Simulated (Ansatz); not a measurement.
A made-up structure of GeH₄SO, singlet:

O1  (-0.612, -1.925, 0.230)
S2  (-1.246, -0.436, 0.659)
Ge3  (0.435, 0.893, 0.041)
H4  (-0.927, -2.118, -0.660)
H5  (-2.262, -0.231, 1.540)
H6  (-0.035, 2.313, 0.390)
H7  (1.710, 0.523, 0.812)
(Å)

It is relaxed with PBE-D4/def2-SVP and then PBE0-D4/def2-TZVP (Ansatz 0.2.0). Atoms count as bonded within 1.22 times the sum of their covalent radii (H–H: 0.88 Å). The end point is not checked to be a true minimum.

(1) Does its bonding change? (Judge from chemistry; the calculation decides.)

Answers

(1) Computed: No: no bond forms or breaks.

Where it ends: The first stage lowers the energy by 1.99 eV in 34 steps. It ends as GeH₄SO ([OH][SH][GeH2]):
```tsv
atom	x (Å)	y (Å)	z (Å)
O1	-0.9802	-1.6947	-0.3840
S2	-1.0131	-0.3914	0.6282
Ge3	0.9898	0.8627	0.2525
H4	-1.8884	-2.0036	-0.4898
H5	-0.5727	-0.9953	1.7516
H6	0.0665	1.9462	-0.4592
H7	0.4607	1.2953	1.7121
```

Labels in which every atom is bracketed show which atoms are joined, not bond orders.

For scale, one of the runs: PBE0-D4/def2-TZVP relaxation, 140 basis functions, launched by `ansatz run in.yaml --threads 2 --pin off --events-out ev --progress --plain --max-ram 4352MiB`. Hardware: 2 CPU threads of an Arm Neoverse V1, shared host. Wall time about 35 s.
